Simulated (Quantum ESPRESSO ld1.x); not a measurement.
Results of a calculation; reference values are marked as such.
Problem. Species: Cr VII. Configuration: [Ar]. Code: ld1.x of Quantum ESPRESSO 7.5. Model: scalar-relativistic Kohn-Sham, PBE, spin-unpolarised, spherical densities, point nucleus. Some entries of the table are withheld. Estimate them.

| orbital | occ. | eigenvalue (eV) | <r^2> (bohr^2) | r(max) (bohr) |
|---|---|---|---|---|
| 1s | 2 | -5994.30 | 0.005434 | 0.042 |
| 2s | 2 | -784.430 | 0.1013 | 0.244 |
| 2p | 6 | -677.734 | 0.08296 | 0.198 |
| 3s | 2 | -178.654 | 0.8176 | 0.754 |
| 3p | 6 | -148.626 | 0.8815 | (1) |
| 3d | 0 | -102.230 | 0.9677 | 0.713 |
| 4s | 0 | -67.4933 | 4.174 | (2) |
| 4p | 0 | -58.3850 | 4.806 | 1.95 |

Solution. 
(1) 3p r(max) (bohr): 0.760
(2) 4s r(max) (bohr): 1.83
